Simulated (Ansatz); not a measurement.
C8H16O2 can be A, `CCCCC(=O)OCCC`, or B, `COC1(OC)CCCCC1`.

Program: Ansatz. Geometries: PBE0-D4/def2-TZVP. ΔE: electronic, gas phase. CCSD(T)/CBS is the MP2 limit (def2-TZVPP, def2-QZVPP) plus CCSD(T) − MP2 in def2-TZVPP, frozen cores. DFT in def2-TZVPP. B3LYP here is the variant with VWN-RPA as its local correlation; programs differ in this. One conformer a species, not always the lowest.

(1) Which is lower in electronic energy at CCSD(T)/CBS, and by how much? (Estimate.)

(2) Give E(B) − E(A) in kJ/mol with B3LYP-D4, CCSD(T)/def2-TZVPP, BLYP-D4, CCSD(T)/def2-SVP, LDA (SPW92), MP2/def2-TZVPP, B3LYP. (Estimate.)

Largest T1 diagnostic: 0.012.

Results:

(1) Computed: A, by 73.8 kJ/mol.

(2) Computed: B3LYP-D4 90.7, CCSD(T)/def2-TZVPP 74.5, BLYP-D4 100.9, CCSD(T)/def2-SVP 78.6, LDA (SPW92) 51.6, MP2/def2-TZVPP 71.8, B3LYP 111.7. None reverses the order clearly.

In def2-TZVPP, CCSD(T) changes the Hartree–Fock value by −36.5 kJ/mol (the triples alone add −1.1 kJ/mol) and MP2 by −39.1 kJ/mol. From r2SCAN to r2SCAN0 (25 % exact exchange), in def2-TZVPP and without D4, E(B) − E(A) moves by −9.6 kJ/mol.
